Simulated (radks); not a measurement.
Values are calculated unless marked as measured or tabulated.
Radial electron density D(r) = 4 pi r^2 rho(r) of an atom or ion with 18 electrons. Code: a radial shooting solver on a logarithmic mesh with Libxc functionals. Model: scalar-relativistic Kohn-Sham, HCTH/407, spin-polarised, spherical densities, finite nucleus; Fermi nuclear charge, rms radius of each element as measured or else 0.836 A^(1/3) + 0.57 fm.

| r (bohr) | D(r) (e/bohr) |
|---|---|
| 0.003143 | 0.4481 |
| 0.003543 | 0.5603 |
| 0.003995 | 0.6994 |
| 0.004541 | 0.8839 |
| 0.00512 | 1.098 |
| 0.005772 | 1.361 |
| 0.006508 | 1.681 |
| 0.007338 | 2.070 |
| 0.008274 | 2.540 |
| 0.009403 | 3.143 |
| 0.0106 | 3.820 |
| 0.01195 | 4.616 |
| 0.01348 | 5.545 |
| 0.0152 | 6.614 |
| 0.01713 | 7.828 |
| 0.01947 | 9.280 |
| 0.02196 | 10.77 |
| 0.02476 | 12.37 |
| 0.02791 | 14.02 |
| 0.03147 | 15.68 |
| 0.03548 | 17.26 |
| 0.04001 | 18.68 |
| 0.04547 | 19.89 |
| 0.05127 | 20.64 |
| 0.05781 | 20.94 |
| 0.06518 | 20.74 |
| 0.07348 | 20.06 |
| 0.08285 | 18.98 |
| 0.09417 | 17.57 |
| 0.1062 | 16.24 |
| 0.1197 | 15.18 |
| 0.135 | 14.63 |
| 0.1522 | 14.77 |
| 0.1716 | 15.61 |
| 0.195 | 17.14 |
| 0.2199 | 18.82 |
| 0.2479 | 20.31 |
| 0.2795 | 21.13 |
| 0.3152 | 20.92 |
| 0.3553 | 19.54 |
| 0.4039 | 16.89 |
| 0.4554 | 13.71 |
| 0.5134 | 10.41 |
| 0.5789 | 7.557 |
| 0.6527 | 5.562 |
| 0.7359 | 4.583 |
| 0.8297 | 4.485 |
| 0.943 | 4.975 |
| 1.063 | 5.540 |
| 1.199 | 5.841 |
| 1.352 | 5.687 |
| 1.524 | 5.087 |
| 1.718 | 4.188 |
| 1.953 | 3.108 |
| 2.202 | 2.157 |
| 2.483 | 1.379 |
| 2.799 | 0.8181 |
| 3.156 | 0.4545 |
| 3.558 | 0.2361 |
| 4.044 | 0.1064 |
| 4.56 | 0.04436 |
| 5.141 | 0.01595 |
| 5.797 | 0.004917 |

What is the nuclear charge?

Answer. Z = 18. The innermost maximum, from 1s, lies near gamma/Z bohr with gamma = sqrt(1 - (Z/c)^2) = 0.991, here 0.0551 bohr (found: 0.0587), and its height grows with Z. The density is that of neutral argon in [Ar]; the configuration itself is not fixed sharply by these data, and Z only to about a unit. D(r) has 3 maxima, at r = 0.0587, 0.291, 1.23 bohr, and minima at 0.140, 0.791 bohr, inside which lie 2.17, 10.33 electrons.
